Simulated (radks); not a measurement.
Problem. The mean radii <r> (bohr) of the occupied orbitals of an atom or ion are listed with their occupations. All-electron calculation, non-relativistic Kohn-Sham, LDA (Slater exchange, Perdew-Wang correlation), spin-unpolarised, spherical densities, point nucleus. Program: a radial shooting solver on a logarithmic mesh with Libxc functionals.

orbital  occ.      <r>
1s          2  0.07332
2s          2   0.3131
2p          1   0.2691

Name the element and its charge.

Solution. Z = 21, scandium, charge +16: Sc16+ in [He] 2s2 2p1. The 1s radius gives Z: for a bare nucleus <r> = 1.5/Z, 0.07143 bohr for Z = 21, and screening makes it slightly larger (0.07332 here). The occupations add up to 5, and the charge is Z minus that.
